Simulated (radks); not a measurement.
The numbers below are computed, except where a source is named.
Task: Species: Sb+. Configuration: [Kr] 4d10 5s2 5p2. Level of theory: scalar-relativistic Kohn-Sham, PBE, spin-polarised, spherical densities, finite nucleus; open shells are filled with parallel spins first (spin-orbit coupling, left out, can overturn this in heavy ions); Fermi nuclear charge, rms radius 4.6519 fm (a radial shooting solver on a logarithmic mesh with Libxc functionals). Some entries of the table are withheld. Estimate them.

| orbital | occ. | eigenvalue (eV) | <r^2> (bohr^2) | <r> (bohr) |
|---|---|---|---|---|
| 1s up | 1 | -30312.25 | 0.001094 | 0.02842 |
| 1s down | 1 | -30312.20 | 0.001094 | 0.02842 |
| 2s up | 1 | -4619.859 | 0.01773 | 0.1226 |
| 2s down | 1 | -4619.843 | 0.01773 | 0.1226 |
| 2p up | 3 | -4148.476 | 0.01401 | 0.1071 |
| 2p down | 3 | -4148.440 | 0.01401 | 0.1071 |
| 3s up | 1 | -912.5371 | 0.1249 | 0.3305 |
| 3s down | 1 | -912.4965 | 0.1249 | 0.3305 |
| 3p up | 3 | -758.8580 | 0.1254 | 0.3288 |
| 3p down | 3 | -758.8115 | 0.1254 | 0.3288 |
| 3d up | 5 | -524.3254 | 0.1106 | 0.3054 |
| 3d down | 5 | -524.2824 | 0.1106 | 0.3054 |
| 4s up | 1 | -157.2874 | 0.7073 | 0.7908 |
| 4s down | 1 | -157.1875 | 0.7070 | 0.7908 |
| 4p up | 3 | -110.2521 | 0.8297 | 0.8525 |
| 4p down | 3 | -110.1440 | 0.8283 | 0.8519 |
| 4d up | 5 | -42.0055 | (1) | 1.031 |
| 4d down | 5 | -41.7777 | (2) | 1.025 |
| 5s up | 1 | -21.2336 | (3) | 2.164 |
| 5s down | 1 | -19.7540 | (4) | 2.150 |
| 5p up | 2 | (5) | 8.017 | 2.653 |
| 5p down | 0 | (6) | 8.226 | 2.680 |

Result: 
(1) 4d up <r^2> (bohr^2): 1.257
(2) 4d down <r^2> (bohr^2): 1.240
(3) 5s up <r^2> (bohr^2): 5.288
(4) 5s down <r^2> (bohr^2): 5.238
(5) 5p up eigenvalue (eV): -12.6247
(6) 5p down eigenvalue (eV): -11.0462
